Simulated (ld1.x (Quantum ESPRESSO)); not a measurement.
# cobalt: one change to a TM potential, before and after

ld1.x (Quantum ESPRESSO) 7.5 input, shortened:

```
&input
   title='Co', zed=27., rel=1, dft='PBE', iswitch=3,
   config='[Ar] 3d7.5 4s1.5 4p0'
 /
 &inputp
   pseudotype=2, tm=.true., lloc=-1, rcloc=2.20,
   nlcc=.true., new_core_ps=.true., rcore=0.90
 /
3
4S  1  0   1.50   0.00  2.60  2.60  0.0
3P  2  1   6.00   0.00  1.30  1.30  0.0
3D  3  2   7.50   0.00  1.60  1.60  0.0
 &test
   configts(1)='3p6 3d7.5 4s1.5 4p0'
 /
```

Change: wave 4s (bound): rc 2.60 bohr becomes 4s (bound): rc 3.52 bohr.

Cutoffs: the cutoffs (Ry, on a coarse ladder) from which the occupation-weighted sum of valence levels, in a spherical-Bessel basis at the reference potential, stays within 10 and 1 mRy of its value at 400 Ry; they do not see the model core or the augmentation charge, which bear on the density cutoff. Errors are all-electron minus pseudo energies relative to the spin-unpolarised reference configuration.

Problem. Predict the effect on cutoff, ghosts and configuration errors.

Solution. The potential gets neither clearly harder nor softer (110 Ry and 180 Ry → 110 Ry and 180 Ry); of the 7 tests that both files solve, the error grows in 7 and shrinks in 0 by more than 15 % and 0.3 meV (median size 36.0 → 186.7 meV); neither file shows a bound ghost. More of the atom is replaced by a form fitted at one configuration, so other configurations suffer.

```csv
quantity,base,changed
"cutoff, loose",110 Ry,110 Ry
"cutoff, tight",180 Ry,180 Ry
bound ghosts,none,none
"error for 3p6 3d7 4s2 4p0, meV [ΔE 0.96 eV]",-11,+29
"error for 3p6 3d7 4s1 4p0, meV [ΔE 9.99 eV]",-1.9,+15
"error for 3p6 3d7 4s0 4p0, meV [ΔE 26.78 eV]",-37,-187
"error for 3p6 3d6 4s2 4p0, meV [ΔE 16.14 eV]",+36,+615
"error for 3p6 3d6 4s0 4p0, meV [ΔE 62.65 eV]",-203,-636
"error for 3p6 3d7 4s0 4p2, meV [ΔE 9.94 eV]",-715,-839
"error for 3p6 3d7 4s1.5 4p0, meV [ΔE 4.56 eV]",-4.8,+29
```
